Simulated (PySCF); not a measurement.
# Li (lithium, neutral): UHF calculation

Configuration: [He] 2p1, 2P determinant (an excited configuration). All numbers are calculated (PySCF 2.14, scalar relativity by spin-free X2C-1e, in aug-cc-pCVQZ-DK).

```json
{
  "Total energy": "-7.365706 hartree",
  "One-electron energy": "-9.5410 hartree",
  "Hartree (Coulomb) energy": "3.9303 hartree",
  "Exchange energy": "-1.7549 hartree",
  "⟨S²⟩": "0.7500",
  "⟨L²⟩": "2.000",
  "Sum of ⟨r⟩": "5.942 bohr",
  "Sum of ⟨r²⟩": "28.72 bohr²",
  "Traceless quadrupole moment −½Σ⟨3z² − r²⟩ along its main axis": "-11.1 e·bohr²",
  "Langevin diamagnetic susceptibility": "-22.7 ×10⁻⁶ cm³/mol"
}
```

```json
{"shell": "1s α", "electrons": "1", "mean orbital energy (eV)": "-68.885", "rms radius, mean of both spins (bohr)": "0.669"}
{"shell": "1s β", "electrons": "1", "mean orbital energy (eV)": "-68.851", "rms radius, mean of both spins (bohr)": "0.669"}
{"shell": "2p α", "electrons": "1", "mean orbital energy (eV)": "-3.502", "rms radius, mean of both spins (bohr)": "5.28"}
```

Spin-orbit constants ζ (cm⁻¹) from the X2C one-electron operator on these orbitals: bare nucleus, nucleus screened by l(l+1)(2l+1)/3 electrons, and screened by the Breit-Pauli mean field of the electrons.

```tsv
shell	bare	screened nucleus	mean field
2p	1.022	0.3405	0.1421
```

To first order the Landé constant is A = 0.1421 cm⁻¹, so the lowest level has J = 1/2 and lies 1.76e-05 eV below the centre of the term.
